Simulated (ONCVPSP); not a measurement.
# Scattering properties, ONCV potential for Hg

```json
{
 "Element": "mercury",
 "Generator": "ONCVPSP 4.0.1",
 "Type": "optimised norm-conserving Vanderbilt (ONCV)",
 "Functional": "PBEsol",
 "Relativity": "scalar-relativistic",
 "Frozen core": "[Kr] 4d10 4f14",
 "Valence charge": "20",
 "Reference configuration": "5s2 5p6 5d10 6s1 6p1",
 "Partial waves": "5s+6s: rc 1.20 bohr, ncon 3, nbas 7, qcut 8.5 1/bohr, 3 projectors, debl 1.8 Ha; 5p+6p: rc 1.95 bohr, ncon 4, nbas 7, qcut 6.3 1/bohr, 2 projectors; 5d: rc 1.20 bohr, ncon 3, nbas 8, qcut 12.3 1/bohr, local",
 "Local potential": "the d channel",
 "Core correction": "Teter function, fcfact 4.25, rcfact 1.4"
}
```

The phase is arctan(r·R′/R) of the radial function R(r), unwrapped; energies in Ha, scanned from -6 to 5 Ha. A pole is an energy at which the radial function vanishes at the test radius. The pseudo phase is shifted by a multiple of π to meet the all-electron one at the reference energy, and phase errors are pseudo minus all-electron; the curves can meet again beyond the range given. Levels narrower than the energy grid can be missing from the lists of poles.

```tsv
channel	radius (bohr)	reference energy (Ha)	poles, all-electron	poles, pseudo	unbroken range about the reference energy with phases within 0.05 rad	phase error 1 Ha above the reference energy (rad)
s	1.22	-0.31	-2.42	-2.42	the whole range	+0.000
p	1.98	-0.08	-2.39, 4.01	-2.39, 3.77	below 4.7	-0.003
d	1.22	-0.44	4.52	4.32	the whole range	-0.001
```

Phases in the p channel:

| E (Ha) | all-electron | pseudo |
| --- | --- | --- |
| -5.96 | 1.381 | 1.381 |
| -5.68 | 1.374 | 1.374 |
| -5.40 | 1.366 | 1.366 |
| -5.12 | 1.357 | 1.356 |
| -4.84 | 1.346 | 1.346 |
| -4.56 | 1.333 | 1.333 |
| -4.28 | 1.318 | 1.317 |
| -4.00 | 1.298 | 1.298 |
| -3.72 | 1.270 | 1.270 |
| -3.44 | 1.228 | 1.228 |
| -3.16 | 1.145 | 1.145 |
| -2.88 | 0.863 | 0.862 |
| -2.60 | -1.123 | -1.123 |
| -2.32 | -1.627 | -1.627 |
| -2.04 | -1.743 | -1.744 |
| -1.76 | -1.810 | -1.810 |
| -1.48 | -1.865 | -1.865 |
| -1.20 | -1.923 | -1.923 |
| -0.92 | -1.992 | -1.992 |
| -0.64 | -2.084 | -2.084 |
| -0.36 | -2.218 | -2.218 |
| -0.08 | -2.430 | -2.430 |
| 0.20 | -2.780 | -2.780 |
| 0.48 | -3.282 | -3.283 |
| 0.76 | -3.759 | -3.761 |
| 1.04 | -4.073 | -4.076 |
| 1.32 | -4.262 | -4.265 |
| 1.60 | -4.381 | -4.385 |
| 1.88 | -4.463 | -4.467 |
| 2.16 | -4.521 | -4.527 |
| 2.44 | -4.566 | -4.573 |
| 2.72 | -4.602 | -4.610 |
| 3.00 | -4.632 | -4.641 |
| 3.28 | -4.657 | -4.669 |
| 3.56 | -4.680 | -4.694 |
| 3.84 | -4.700 | -4.719 |
| 4.12 | -4.720 | -4.744 |
| 4.40 | -4.738 | -4.771 |
| 4.68 | -4.757 | -4.802 |
| 4.96 | -4.776 | -4.842 |
